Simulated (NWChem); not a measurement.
System: C5H5F; SMILES FC1=CCC=C1

```xyz
11

F      0.0196    -2.0643     0.0000
C     -0.0373    -0.7409     0.0000
C     -1.1487     0.0194     0.0000
C     -0.7031     1.4463     0.0000
C      0.7931     1.3683     0.0000
C      1.1726     0.0745     0.0000
H     -2.1797    -0.3300     0.0000
H     -1.0755     2.0014     0.8815
H     -1.0755     2.0014    -0.8815
H      1.4501     2.2388     0.0000
H      2.1862    -0.3282     0.0000
```
Atoms are numbered in this order, from 1.

Program: NWChem. Pople sets run with spherical d functions. STO-3G and 3-21G are far too small for this property and stand as cheap habits. All runs use the structure optimised with PBE0/def2-SVP. B3LYP is NWChem's, with the RPA form of VWN correlation. Field at 589 nm.

**Question.** Order these by “isotropic polarisability (bohr³)”, lowest first: B3LYP/STO-3G; B3LYP/6-31G*; B3LYP/def2-SVP.

**Answer.** B3LYP/STO-3G (28.1), B3LYP/6-31G* (47.8), B3LYP/def2-SVP (50.1)
